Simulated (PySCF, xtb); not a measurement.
Se(NH2)2 (H4N2Se), SMILES N[Se]N.

GFN2-xTB (xtb) at its own geometry gives an orbital gap of 4.33 eV and a dipole moment of 3.48 D.

Coordinates come from a B3LYP-D3(BJ)/def2-TZVP optimisation. The values are those of a single conformer.

Q: What does ωB97X/def2-TZVPD (PySCF) give? (Estimate from the structure and the level; the computed values follow.)

A: gap 10.22 eV (levels -8.84 and 1.38 eV), dipole 2.74 D.
